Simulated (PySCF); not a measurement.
Al(F)2(SH) (AlF2HS), SMILES [SH][Al]([F])[F].

The structure is a stationary point at B3LYP-D3(BJ)/def2-SVP. Other conformers were not sampled.

Method: IEF-PCM-ωB97X/def2-SVP (PySCF).

The values are the electrostatic part of the solvation free energy, E(continuum) − E(gas) at the gas-phase geometry, in a cavity of scaled van der Waals radii (PySCF's table); cavitation and dispersion terms are not included. A continuum can't describe solvent molecules that bind to the metal. In vacuum the orbital gap is 11.69 eV. The dipole moment in vacuum is 1.32 D.

**Question.** Estimate the values in water (ε = 78.36), 2-propanol (ε = 19.26), ethanol (ε = 24.85). (An estimate is asked for; the answer gives what the named calculation found.)

**Answer.** 
```json
[
 {"solvent": "water", "ε": "78.36", "ΔG(elec) (kcal/mol)": "-8.7", "dipole (D)": "1.51", "gap (eV)": "11.85"},
 {"solvent": "2-propanol", "ε": "19.26", "ΔG(elec) (kcal/mol)": "-8.1", "dipole (D)": "1.50", "gap (eV)": "11.84"},
 {"solvent": "ethanol", "ε": "24.85", "ΔG(elec) (kcal/mol)": "-8.3", "dipole (D)": "1.50", "gap (eV)": "11.84"}
]
```
